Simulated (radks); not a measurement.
Values are calculated unless marked as measured or tabulated.
Al+, configuration [Ne] 3s2 (the NIST ground configuration).

Level of theory: non-relativistic Kohn-Sham, LDA (Slater exchange, Perdew-Wang correlation), spin-unpolarised, spherical densities, point nucleus (a radial shooting solver on a logarithmic mesh with Libxc functionals).

Energy parts (eV):
total: -6560.562
kinetic: 6543.367
electron-nucleus: -15597.547
Hartree: 2963.026
exchange-correlation: -469.408

Orbitals (lengths in bohr, moments of r in powers of bohr):
[
 {"orbital": "1s", "occ.": "2", "eigenvalue (eV)": "-1509.392", "<r^4>": "0.001004", "<r>": "0.1210"},
 {"orbital": "2s", "occ.": "2", "eigenvalue (eV)": "-115.4313", "<r^4>": "0.4286", "<r>": "0.6306"},
 {"orbital": "2p", "occ.": "6", "eigenvalue (eV)": "-78.1412", "<r^4>": "0.4962", "<r>": "0.6044"},
 {"orbital": "3s", "occ.": "2", "eigenvalue (eV)": "-14.8900", "<r^4>": "69.27", "<r>": "2.372"}
]

The highest occupied level is 3s at -14.890 eV. The electron density at the nucleus is 1394 e/bohr^3. Virial ratio -V/T = 2.00263. The density falls to 0.001 e/bohr^3 at r = 3.89 bohr.
